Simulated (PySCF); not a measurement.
CH₆ClFSi₂.
Z-matrix (Å and degrees, GFN2-xTB geometry), rows numbered from 1:
```
F 
C   1  1.3816
Si  2  1.9282  1  109.90
Si  3  2.3221  2  110.67  1   -56.57
Cl  3  2.0370  2  103.50  1  -178.26
H   2  1.0943  1  106.17  3  -122.05
H   2  1.0939  1  106.31  3   122.99
H   3  1.4679  2  105.69  1    71.04
H   4  1.4627  3  110.63  2    64.15
H   4  1.4674  3  112.18  2   -56.41
H   4  1.4656  3  110.93  2  -176.07
```

The calculation used PySCF 2.14.0, density-fitted response routines, TDDFT B3LYP/def2-SVPD, vertical, gas phase, core orbitals frozen in the response.

Kohn–Sham orbitals with the atoms that hold most of them (Löwdin shares over 4%, at most four atoms; ? is withheld):

```json
{"orbital": "HOMO-3", "ε (eV)": "-9.70", "atoms": "Cl5 45%, Si4 12%, F1 10%, H11 10%"}
{"orbital": "HOMO-2", "ε (eV)": "-9.67", "atoms": "Cl5 30%, F1 29%, C2 15%, H6 9%"}
{"orbital": "HOMO-1", "ε (eV)": "-8.58", "atoms": "?"}
{"orbital": "HOMO", "ε (eV)": "?", "atoms": "Cl5 23%, Si3 19%, C2 17%, Si4 17%"}
{"orbital": "LUMO", "ε (eV)": "-0.93", "atoms": "?"}
{"orbital": "LUMO+1", "ε (eV)": "-0.50", "atoms": "Si3 30%, Si4 27%, H8 12%, H10 11%"}
{"orbital": "LUMO+2", "ε (eV)": "0.10", "atoms": "Si4 36%, H11 12%, H9 10%, Si3 10%"}
```

(1) Give the leading atoms of the LUMO.

(2) Which atoms hold the HOMO-1, and with what shares?

(3) What is the HOMO energy, and the HOMO–LUMO gap?

Answers

(1) Si3 (bonded to C, Cl, Si and H) 29%; Si4 (bonded to Si and 3 H) 20%; Cl5 (bonded to Si) 19%; C2 (bonded to F, Si and 2 H) 8%. By element: silicon 48%, chlorine 19%, carbon 8%.

(2) Cl5 (bonded to Si) 38%; Si3 (bonded to C, Cl, Si and H) 19%; H8 (bonded to Si) 14%; C2 (bonded to F, Si and 2 H) 9%.

(3) ε(HOMO) = -8.13 eV; the gap is 7.20 eV (0.2645 hartree).

Q: How does S1 compare with the orbital gap of 7.20 eV?

A: S1 is at 6.17 eV (f = 0.0074), 1.03 eV below the gap, made of HOMO→LUMO (97%). 

Q: One configuration dominates each of S1, S2, S3 and S4. Which, and how do the shares of the two leading atoms of either orbital change from the occupied to the empty one?

A: 
- S1 (6.17 eV, f 0.0074), HOMO→LUMO (97%): Cl5 23% → 19%, Si3 19% → 29%, Si4 17% → 20%
- S2 (6.58 eV, f 0.0087), HOMO-1→LUMO (98%): Cl5 38% → 19%, Si3 19% → 29%, Si4 at most 9% → 20%
- S3 (6.75 eV, f 0.028), HOMO→LUMO+1 (96%): Cl5 23% → at most 12%, Si3 19% → 30%, Si4 17% → 27%
- S4 (7.18 eV, f 0.015), HOMO-1→LUMO+1 (93%): Cl5 38% → at most 12%, Si3 19% → 30%, Si4 at most 9% → 27%

Löwdin shares depend on the basis, the more so with diffuse functions.

Hardware: Arm Neoverse N1, one thread, shared host with 64 logical CPUs at a one-minute load of 50. Cost: 29 s, 0.68 GiB resident at most.

One conformer stands for the species.
